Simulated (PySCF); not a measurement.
FH₅SSi₂, SMILES F[SiH2]S[SiH3].

Geometry optimised at ωB97X-D3(BJ)/def2-SVP. This is a generated structure with no PubChem entry under its InChIKey; it may be hypothetical. The values are those of a single conformer.

These are SMD-M06-2X/6-31G* run with PySCF values and carry that method's errors.

Solvation free energies are E(SMD) − E(gas) at the gas-phase geometry, for 1 M in both phases. In vacuum the dipole moment is 1.09 D.

Problem. Estimate the solvation free energies in water, diethylether, dichloromethane. (An estimate is asked for; the answer gives what the named calculation found.)

Solution. 
| solvent | ΔG(solv) (kcal/mol) | its non-electrostatic (CDS) part | dipole (D) |
|---|---|---|---|
| water | 0.9 | 3.2 | 1.43 |
| diethylether | -2.8 | -1.2 | 1.31 |
| dichloromethane | -2.9 | -1.0 | 1.37 |
